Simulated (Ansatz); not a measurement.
Reactions of CHF2NZn, SMILES `N=[C](F)[Zn][F]`.

Program: Ansatz. Geometries: PBE0-D4/def2-TZVP. ΔE: electronic, gas phase. CBS: MP2 limit from def2 TZ/QZ plus the TZ coupled-cluster correction, frozen cores. This one scheme is used for every species, atoms too. For atomizations the MP2-based limit and the directly extrapolated one differ by several kJ/mol either way, and by 10 to 25 for some Ge, Se and Sn compounds, so smaller differences from it don't rank the levels. Functionals use def2-TZVPP. Open shells (•) are unrestricted, without spin–orbit coupling. Spin–orbit coupling would lower the free atoms: a little for C, F. Bonds to Br, Zn are less sure, by a few kJ/mol each and by 10 to 20 or more in all where they break to atoms, as the def2 sets lack core-valence functions. Scalar relativity is left out up to krypton. Each species was taken in one conformer, which may not be the lowest.

```csv
reaction,revPBE-D4 (kJ/mol),r2SCAN-D4 (kJ/mol),B2PLYP (kJ/mol),CCSD(T)/CBS(def2) (kJ/mol)
`N=[C](F)[Zn][F]` + CH₃OH → `C[O][Zn][F]` + `N=CF`,-16,-24,-30,-32
`N=[C](F)[Zn][F]` + H₂S → `N=C(F)S` + `[F][ZnH]`,10,11,19,23
`N=[C](F)[Zn][F]` + H–F → `N=C(F)F` + `[F][ZnH]`,26,15,24,39
`N=[C](F)[Zn][F]` + `N[SiH](Cl)Br` → `[F][Zn][Br]` + `N=C(F)[SiH](N)Cl`,-39,-46,-51,-58
`N=[C](F)[Zn][F]` + CH₃SH → `C[S][Zn][F]` + `N=CF`,-78,-85,-85,-92
`N=[C](F)[Zn][F]` → C• + 2 F• + H• + N• + Zn (atom),2095,2088,2044,2063
`N=[C](F)[Zn][F]` + H₂ → `[F][ZnH]` + `N=CF`,-27,-34,-41,-36
`N=[C](F)[Zn][F]` + `CNC` → `C[N](C)[Zn][F]` + `N=CF`,2,-3,-7,-10
`N=[C](F)[Zn][F]` + HCl → `[F][Zn][Cl]` + `N=CF`,-110,-124,-128,-136
`N=[C](F)[Zn][F]` + `O[SiH3]` → `[F][Zn][O][SiH3]` + `N=CF`,-37,-50,-58,-63
```

Largest T1 diagnostic: 0.018, for `[F][ZnH]`.
